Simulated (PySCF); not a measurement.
A structure optimised at PBE-D3(BJ)/def2-TZVPD, used in a PySCF frequency run:

```xyz
4

Sn     0.0000     0.0000    -0.0574
H      1.3059     0.7540     0.9572
H     -1.3059     0.7540     0.9572
H      0.0000    -1.5080     0.9572
```
Charge -1, spin multiplicity 1.

Problem. Write its SMILES, formula and point group.

Solution. [SnH3-], H₃Sn, C3v

Problem. What are its rotational constants (standard atomic weights)?

Solution. 78.061, 78.061, 73.494 GHz
